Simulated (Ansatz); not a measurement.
Gas-phase electronic energies from Ansatz, PBE0-D4/def2-TZVP geometries. CBS: MP2 limit from def2 TZ/QZ plus the TZ coupled-cluster correction, frozen cores. def2 core potentials past Kr. For Sn outer-core shells are correlated without core-valence functions, which leaves a few kJ/mol of doubt a bond.

`B[CH2][SnH3]` + `C=C[SiH3]` → `B/C=C/[SiH3]` + `[CH3][SnH3]`  (formal exchange of groups at a B–C bond)

`B[CH2][SnH3]`:

```xyz
10

B    -0.538   -1.340    0.423
C    -0.226   -0.597   -0.858
Sn    0.482    1.218    0.178
H     0.310   -1.983    0.977
H    -1.608   -1.219    0.952
H    -1.046   -0.230   -1.474
H     0.635   -0.899   -1.452
H     2.097    1.472   -0.301
H     0.411    1.074    1.877
H    -0.517    2.505   -0.322
```

`C=C[SiH3]`:

Cartesian coordinates in Å:
```
C -1.535 0.028 0.166
C -0.424 0.301 -0.512
Si 1.275 -0.146 0.097
H -1.507 -0.479 1.127
H -2.521 0.296 -0.204
H -0.521 0.811 -1.470
H 1.960 -1.053 -0.864
H 1.153 -0.826 1.414
H 2.121 1.069 0.246
```

`B/C=C/[SiH3]`:

Z-matrix (Å, degrees):
```
Si
C 1 1.869
H 1 1.485 2 109.3
H 1 1.488 2 109.9 3 -120.6
H 1 1.488 2 109.9 3 120.6
C 2 1.347 1 124.8 3 -0.3
H 2 1.091 1 118.2 3 179.7
B 6 1.539 2 121.3 1 -179.9
H 6 1.091 2 117.8 1 0.0
H 8 1.197 6 121.9 2 179.7
H 8 1.198 6 118.7 2 -0.3
```

`[CH3][SnH3]`:

```xyz
8

C     0.739    0.865   -0.171
Sn   -0.635   -0.744    0.147
H     0.194    1.802   -0.291
H     1.328    0.680   -1.069
H     1.412    0.954    0.682
H    -1.566   -0.454    1.551
H    -1.688   -0.891   -1.192
H     0.216   -2.213    0.343
```

| species | CCSD(T)/CBS(def2) energy (Eh) |
| --- | --- |
| `B[CH2][SnH3]` | -281.04910 |
| `C=C[SiH3]` | -368.76077 |
| `B/C=C/[SiH3]` | -394.14024 |
| `[CH3][SnH3]` | -255.66383 |

Q: Work out ΔE.

A: ΔE = (-394.14024) + (-255.66383) − (-281.04910) − (-368.76077) = 0.00580 Eh = +15.2 kJ/mol.

Largest T1 diagnostic among the species: 0.012.

In def2-TZVPP, CCSD(T) changes the Hartree–Fock value by +14.7 kJ/mol (the triples alone add +1.6 kJ/mol) and MP2 by +16.2 kJ/mol. At CCSD(T), def2-SVP lies −4.1 kJ/mol from the extrapolated value and def2-TZVPP −1.6 kJ/mol.
